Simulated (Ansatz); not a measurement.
One change: `C#CCCF` becomes `C#CC[SeH]`.

Ansatz, PBE0-D4/def2-TZVP geometries, multiplicity 1. Each molecule was computed in one conformer, which needn't be the lowest.

Scalar relativity is left out up to krypton. Spin–orbit coupling is left out; it splits and shifts lone-pair levels of the heavy atoms by tenths of an eV.

```csv
property,`C#CCCF`
LUMO energy (B3LYP/def2-TZVPP) / eV,0.49
size of the dipole moment (B3LYP/def2-TZVPP) / D,1.91
LUMO energy (PBE0/def2-TZVPP) / eV,0.78
LUMO energy (PBE/def2-TZVPP) / eV,-0.17
LUMO energy (ωB97M-V/def2-TZVPP) / eV,2.49
"ideal-gas entropy at 298 K and 1 bar (rigid rotor, harmonic PBE0-D4/def2-TZVP) / J/(mol·K)",309
```

(1) What does the change do to each property? (An estimate is asked.)

Answers

(1) The calculation gave: 
```tsv
property	`C#CC[SeH]`	shift
LUMO energy (B3LYP/def2-TZVPP) / eV	-0.60	-1.09
size of the dipole moment (B3LYP/def2-TZVPP) / D	1.26	-0.65
LUMO energy (PBE0/def2-TZVPP) / eV	-0.35	-1.13
LUMO energy (PBE/def2-TZVPP) / eV	-1.29	-1.12
LUMO energy (ωB97M-V/def2-TZVPP) / eV	1.59	-0.90
ideal-gas entropy at 298 K and 1 bar (rigid rotor, harmonic PBE0-D4/def2-TZVP) / J/(mol·K)	314	5
```

With PBE0 the HOMO rises by 1.16 eV and the LUMO falls by 1.13 eV, so the gap narrows by about 2.29 eV. PBE moves the HOMO by 1.10 eV and ωB97M-V by 1.23 eV. The zero-point energy changes by -61.6 kJ/mol with -6 modes. Dipoles are sizes alone; their direction can turn.

B3LYP here is the variant with VWN-RPA as its local correlation; programs differ in this.
